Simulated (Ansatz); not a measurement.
Mulliken charges of C2H6GeSe, SMILES `C[C]([GeH3])=[Se]` from r2SCAN/def2-TZVPP in Ansatz (PBE0-D4/def2-TZVP geometry).

```
atom   x (Å)   y (Å)   z (Å)  charge (e)
  C1  -0.813   1.154  -0.395      -0.117
  C2  -0.431  -0.278  -0.516      -0.139
 Ge3   1.006  -0.919   0.664       0.146
 Se4  -1.201  -1.383  -1.650      -0.100
  H5  -1.613   1.427  -1.083       0.068
  H6   0.060   1.792  -0.581       0.077
  H7  -1.128   1.372   0.633       0.077
  H8   1.264  -2.404   0.411       0.011
  H9   0.583  -0.675   2.126      -0.011
 H10   2.273  -0.086   0.389      -0.011
```

By hand: the dipole of these point charges (1 e Å = 4.8032 D).

Σ q r = (0.213, 0.230, 0.287) e Å, of length 0.425 e Å = 2.04 D.

How does the dipole of the full density compare? (Best estimate.)

Computed: (0.134, 0.353, 0.253) e Å, 2.18 D; the point charges give 0.94 times that, at 19° from its direction.

Point charges leave out the atoms' own dipoles, such as those of lone pairs, and Mulliken's split depends on the basis, so the two needn't agree.
